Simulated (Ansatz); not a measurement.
Species: oxygen atom, O, net charge 0, triplet state.

Property: ionisation energy to the quartet, in eV. Terms: 6-31G* and kin with 6d, 5d where marked; 6-311+G** with 5d; non-relativistic; UHF or UKS for open shells; valence correlation only; no spin-orbit coupling; each state is the SCF solution reached for its charge and spin. Basis-set limits of correlation are two-point, X^-3; Hartree-Fock from the larger set.

Measured values: NIST ASD by pymatgen's periodic table; they hold spin-orbit and core effects. 

Value to compare with, the measured value: 13.62 eV.

```csv
level,program,ionisation energy to the quartet (eV),error
HF/6-31G*,Ansatz,12.01,-1.61
HF/6-311+G**,Ansatz,12.00,-1.62
PBE/6-31G*,Ansatz,13.86,0.24
PBE/6-311+G**,Ansatz,14.04,0.42
B3LYP/6-31G*,Ansatz,13.99,0.37
MP2/6-311+G**,Ansatz,12.98,-0.64
PBE/def2-TZVPD,Ansatz,14.05,0.43
wB97X-V/def2-TZVPD,Ansatz,13.85,0.23
"CCSD(T)/CBS(aug-cc-pVTZ,aug-cc-pVQZ)",Ansatz,13.59,-0.03
```

3 of the 6 habitual levels lie above the measured value; their mean absolute error is 0.82 eV, the median 0.53.

The levels are drawn from those run, B3LYP/6-31G* more often than the rest, none by its result; runs whose electronic state is in doubt are left out.

Ansatz is a first-principles code.
